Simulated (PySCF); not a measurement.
Below is a simulated gas-phase Cl 2p photoelectron spectrum of Ga(H2O)Cl3, `[OH2]->[Ga]([Cl])([Cl])[Cl]`.

Every computed line was given a Gaussian of 0.8 eV full width at half maximum and an area set by the number of equivalent atoms (split 2:1 within a doublet); the highest printed point is 100. Theory: delta-SCF UKS SCAN, pcX-2 on the ionised atom, pcseg-1 elsewhere, spin-free X2C (PySCF 2.14.0).

binding energy (eV), intensity and a bar:
```
    204.5          0 
    204.6          1 
    204.7          1 
    204.8          3 #
    204.9          6 ##
    205.0         12 ####
    205.1         21 ######
    205.2         34 ##########
    205.3         50 ###############
    205.4         68 ####################
    205.5         84 #########################
    205.6         96 #############################
    205.7        100 ##############################
    205.8         96 #############################
    205.9         84 #########################
    206.0         68 ####################
    206.1         50 ###############
    206.2         34 ##########
    206.3         21 ######
    206.4         13 ####
    206.5          8 ##
    206.6          7 ##
    206.7          9 ###
    206.8         14 ####
    206.9         21 ######
    207.0         29 #########
    207.1         38 ###########
    207.2         45 ##############
    207.3         49 ###############
    207.4         50 ###############
    207.5         46 ##############
    207.6         38 ###########
    207.7         30 #########
    207.8         21 ######
    207.9         14 ####
    208.0          8 ##
    208.1          4 #
    208.2          2 #
    208.3          1 
    208.4          0 
    208.5          0
```

Q: How many maxima does the curve show, and how many computed lines lie under it?

A: The curve has 2 maxima (at 205.7 and 207.3 eV). Under it lie 2 lines from 1 inequivalent chlorine site, drawn as a 2p3/2, 2p1/2 pair.

Q: Decompose the envelope and assign each component. Bonds: Ga1–O2, Ga1–Cl5, Ga1–Cl6, Ga1–Cl7. Hydrogens: H3, H4 on O2.

A: 
| position (eV) | relative area | line | atoms | environment |
| --- | --- | --- | --- | --- |
| 205.70 | 2.00 | Cl 2p3/2 | Cl5/Cl6/Cl7 | chlorine bonded to Ga |
| 207.35 | 1.00 | Cl 2p1/2 | Cl5/Cl6/Cl7 | chlorine bonded to Ga |

Q: What are the centre and the root-mean-square width of the whole band?

A: The area-weighted mean of the lines is 206.25 eV. Their own spread about it is 0.78 eV (rms) and each Gaussian has σ = 0.8/2.355 = 0.34 eV; the variances add, which gives 0.85 eV.

The curve has no shake-up lines and no vibrational structure. Topologically equivalent atoms share the value of their first member; where this conformer doesn't relate them by symmetry, their own values could differ. Spin–orbit coupling isn't in the SCF: each 2p doublet comes from a relaxed spin-free hole plus a matrix of the shell (mean-field spin–orbit coupling and the ground-state 2p splitting), with 2p3/2 averaged over its two sublevels. 2p1/2 minus 2p3/2 (ligand field included): Cl 1.65 eV. Isolated species at its PBE0-D3(BJ)/def2-SVP geometry, gas phase.
